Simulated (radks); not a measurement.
Values are calculated unless marked as measured or tabulated.
Spherical quantum dot in the effective-mass picture: electrons in a hard-walled sphere of radius 3.54, all in effective atomic units (hartree* = m*/eps^2 hartree, bohr* = eps/m* bohr), one dielectric constant everywhere. Level of theory: non-relativistic Kohn-Sham, r2SCAN, spin-polarised, spherical densities, generalised Kohn-Sham scheme (a radial shooting solver with Libxc functionals). Levels are named by radial order and angular momentum (1s, 1p, 1d, 2s, ...), and open shells are averaged over m.

N = 5, configuration 1s2 1p(up 3, down 0). This is the lowest configuration that the search found. Occupied and some empty levels:

level    occupation  eigenvalue (hartree*)  <r> (bohr*)
1s up             1                 2.1070        2.038
1s down           1                 2.2356        1.974
1p up             3                 2.4264        2.233
1p down           0                 2.5803        2.222
1d up             0                 2.9059        2.374
1d down           0                 3.0640        2.373
2s up             0                 3.4427        1.682
2s down           0                 3.4616        1.685
1f up             0                 3.5195        2.480
1f down           0                 3.6765        2.482

Energy (hartree*): total 6.93839, kinetic 3.3676, external 0, Hartree 5.2500, exchange-correlation -1.6792.

Electron density:

r (bohr*)  n(r) (e/bohr*^3)
0.266               0.03306
0.531               0.03676
0.796               0.04242
1.06                0.04934
1.33                0.05623
1.59                0.06099
1.86                0.06166
2.12                0.05674
2.39                0.04603
2.65                0.03143
2.92                0.01656
3.18               0.005428
3.45              0.0003353
